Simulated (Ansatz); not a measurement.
`O=C=N[SiH2]Cl` + H₂O → `O=C=N[SiH2]O` + HCl at 298.15 K and 1 bar (formal hydrolysis of the Si–Cl bond).

Isolated molecules relaxed with PBE0-D4/def2-TZVP in Ansatz; ΔE leaves out vibrations. CCSD(T)/CBS is the MP2 limit (def2-TZVPP, def2-QZVPP) plus CCSD(T) − MP2 in def2-TZVPP, frozen cores. This one scheme is used for every species. Each species was taken in one conformer, which may not be the lowest.

```tsv
species	CCSD(T)/CBS energy (Eh)	H − E (kJ/mol)	S (J/(mol·K))
`O=C=N[SiH2]Cl`	-918.06992	105.0	344.5
H₂O	-76.37941	66.4	188.7
`O=C=N[SiH2]O`	-534.06858	138.6	341.9
HCl	-460.38127	26.6	186.8
```

H − E and S are ideal-gas, rigid-rotor, harmonic terms from PBE0-D4/def2-TZVP, for one conformer and one mirror image of each species. 1 Eh = 2625.50 kJ/mol, R = 8.31446 J/(mol·K).

**Question.** By hand: ΔE, ΔH, ΔS and ΔG.

**Answer.** ΔE = (-534.06858) + (-460.38127) − (-918.06992) − (-76.37941) = -0.00052 Eh = -1.4 kJ/mol. Δ(H − E) = 138.6 + 26.6 − 105.0 − 66.4 = -6.2, so ΔH = -7.6 kJ/mol. ΔS = 341.9 + 186.8 − 344.5 − 188.7 = -4.5 J/(mol·K). ΔG = -7.6 − 298.15 × (-4.5)/1000 = -6.3 kJ/mol.

**Question.** By hand: the equilibrium constant, and the temperature at which ΔG would vanish if ΔH and ΔS stayed fixed.

**Answer.** log₁₀ K = −ΔG/(RT ln 10) = 1.1. ΔG = 0 at ΔH/ΔS = 1689 K, though so small a ΔH makes that figure unsure.

The number of gas molecules stays the same, so ΔS is small and ΔH decides. A doubt of 5 kJ/mol in ΔE shifts log₁₀ K by 0.9 here. Other conformers and mirror images would add mixing entropy, several J/(mol·K) or more a flexible species. Modes under 60 cm⁻¹, often nearly free rotors, make the harmonic entropy too high. These are equilibria of isolated gas molecules and say nothing of rates. Largest T1 diagnostic: 0.015 (customary marks: 0.02 for closed shells, 0.045 for open ones).
